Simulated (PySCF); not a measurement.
H3OSi, SMILES [O][SiH3] (connectivity only; charge and spin as stated), charge -1, multiplicity 1.

The structure is a stationary point at PBE0-D3(BJ)/def2-TZVPD. The multiplicity is an assumed one; other spin states were not compared. The isomer is the one that the SMILES or the coordinates give; other isomers of the formula were not compared.

Calculation: PBE0-D3(BJ)/def2-TZVPD (PySCF).

Frequencies are harmonic and unscaled.

Modes within 1.5 cm⁻¹ of each other (mostly degenerate sets) share a row, with their intensities summed.

Computed vibrational spectrum:
```tsv
mode	ν (cm⁻¹)	IR (km/mol)	Raman (Å⁴/amu)	depolarisation	moving atoms (share of kinetic energy)
1–2	716	152.8	7.6	0.75	H 80 %, Si 12 %, O 8 %
3–4	947	212.5	15.5	0.75	H 96 %
5	983	60.3	7.1	0.27	H 83 %, O 17 %
6	1100	310.8	33.8	0.13	O 49 %, Si 38 %, H 12 %
7–8	1928	1033.7	310.7	0.75	H 96 %
9	2010	275.8	376.4	0.02	H 98 %
```
